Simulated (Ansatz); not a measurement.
`CC(C)C(=O)CC(=O)C(C)(C)C` → `CC(C)/C(O)=C/C(=O)C(C)(C)C`  (isomerisation)

Computed with Ansatz on PBE0-D4/def2-TZVP structures; ΔE is electronic, products minus reactants. CCSD(T)/CBS adds triple-zeta CCSD(T) − MP2 to the extrapolated MP2 energy (def2 sets, frozen cores). DFT in def2-TZVPP. One conformer a species, not always the lowest.

CCSD(T)/CBS gives -16.8 kJ/mol.

Another level gave -25.5 kJ/mol. Which?
A. BLYP/def2-TZVPP
B. r2SCAN/def2-TZVPP
C. CCSD/def2-TZVPP
D. LDA (SPW92)/def2-TZVPP

A. BLYP -25.5, LDA (SPW92) -62.9, CCSD/def2-TZVPP -7.6, r2SCAN -32.2 kJ/mol.

Largest T1 diagnostic among the species: 0.014.

In def2-TZVPP, CCSD(T) changes the Hartree–Fock value by −20.4 kJ/mol (the triples alone add −6.0 kJ/mol) and MP2 by −26.9 kJ/mol. From BLYP to BHLYP (50 % exact exchange), in def2-TZVPP and without D4, ΔE moves by +7.1 kJ/mol. At CCSD(T), def2-SVP lies +12.8 kJ/mol from the extrapolated value and def2-TZVPP +3.3 kJ/mol.
